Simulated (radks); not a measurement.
Results of a calculation; reference values are marked as such.
Q: Ba40+, 16 electrons, occupied as [Ne] 3s2 3p4. Level of theory: non-relativistic Kohn-Sham, PBE, spin-polarised, spherical densities, point nucleus; open shells are filled with parallel spins first (spin-orbit coupling, left out, can overturn this in heavy ions); relativity is left out, which matters for an element this heavy (a radial shooting solver on a logarithmic mesh with Libxc functionals). Some entries of the table are withheld. Estimate them.

orbital,occ.,eigenvalue (hartree),r(max) (bohr),<r^2> (bohr^2)
1s up,1,-1394.516,0.01797,0.0009837
1s down,1,-1394.342,0.01797,0.0009835
2s up,1,-284.8719,0.09842,0.01545
2s down,1,-284.7466,0.09843,0.01544
2p up,3,-274.5984,0.07680,0.01153
2p down,3,-274.4147,0.07684,0.01153
3s up,1,-111.7712,0.2623,0.08681
3s down,1,-111.2366,0.2624,0.08707
3p up,3,(1),0.2472,0.07964
3p down,1,(2),0.2473,0.07986
3d up,0,-101.9050,(3),0.06034
3d down,0,-101.4553,(4),0.06027
4s up,0,-58.90442,0.5203,0.2984
4s down,0,-58.71741,0.5212,0.2995

A: 
(1) 3p up eigenvalue (hartree): -107.9261
(2) 3p down eigenvalue (hartree): -107.3792
(3) 3d up r(max) (bohr): 0.1940
(4) 3d down r(max) (bohr): 0.1933
